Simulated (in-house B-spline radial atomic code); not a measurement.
A fraction x of an electron is removed from 4d in Ag⁵⁺, starting from [Kr] 4d6 and keeping the highest spin. Level of theory: non-relativistic B3LYP, spin-polarised, spherical fractional occupations, point nucleus; calculated with a radial B-spline atomic code at the basis-set limit.

Caution: exact exchange at fractional occupations of open shells leaves self-interaction of up to several eV.

```csv
x,E(x) - E(0) (eV),4d down level (eV)
0,0.0000,-74.696
0.01,0.7478,-74.860
0.18,13.7108,-77.651
0.33,25.5445,-80.134
0.45,35.2804,-82.134
0.5,39.4080,-82.971
0.54,42.7403,-83.642
0.73,58.9362,-86.846
0.79,64.1775,-87.865
0.95,78.4539,-90.594
1,83.0050,-
```

The exact functional would give a straight line between the two integer points. Deviations E(x) - E(0) - x[E(1) - E(0)], in eV: -0.082 at x = 0.01, -1.23 at x = 0.18, -1.847 at x = 0.33, -2.072 at x = 0.45, -2.094 at x = 0.5, -2.082 at x = 0.54, -1.657 at x = 0.73, -1.396 at x = 0.79, -0.401 at x = 0.95.

The curve lies below the straight line by up to 2.094 eV (at x = 0.5): convex, the delocalisation error, to which spherically averaged exact exchange adds.

(1) How well does Slater's transition state (minus the level at half occupation) give the ionisation energy?

Results:

(1) It gives 82.971 eV against 83.005 eV from the two total energies; NIST lists 82.00 eV, ground level to ground level. The end point has an open shell averaged over its orbitals, so its exact exchange keeps a self-interaction and this is no true integer point.
